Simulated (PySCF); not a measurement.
An equivalent PySCF input for C³⁺ (carbon, charge +3), [He] 2s1, 2S determinant, with no relativity, point nucleus:

```python
from pyscf import gto, scf, dft, mp, cc
import basis_set_exchange as bse
mol = gto.M(atom="C 0 0 0", charge=3, spin=1, symmetry="D2h",
            basis=gto.basis.parse(bse.get_basis("dyall-av2z", elements=["C"], fmt="nwchem")))
mf = dft.UKS(mol, xc="HYB_GGA_XC_B97_3")
mf.irrep_nelec = {'Ag': (2, 1)}
mf.kernel()
```

It reaches the same state as the run whose output follows, with an energy that differs only through the grid. The run itself started from symmetry-adapted Hartree-Fock orbitals and held the occupation by maximum overlap, on a logarithmic radial grid, so the iterations belong to that start.

```
SCF conv_tol = 1e-09
number electrons alpha = 2  beta = 1
XC functionals = HYB_GGA_XC_B97_3
    T. W. Keal and D. J. Tozer.,  J. Chem. Phys. 123, 121103 (2005)
cycle= 1 E= -34.7811820027583  delta_E= -0.000968  |g|= 0.00496  |ddm|= 0.0262
cycle= 2 E= -34.7811835228685  delta_E= -1.52e-06  |g|= 0.000236  |ddm|= 0.00226
cycle= 3 E= -34.7811835342964  delta_E= -1.14e-08  |g|= 1.98e-05  |ddm|= 0.000248
cycle= 4 E= -34.7811835344036  delta_E= -1.07e-10  |g|= 1.22e-06  |ddm|= 2.62e-05
converged SCF energy = -34.7811835344036  <S^2> = 0.75000411  2S+1 = 2.0000041
```
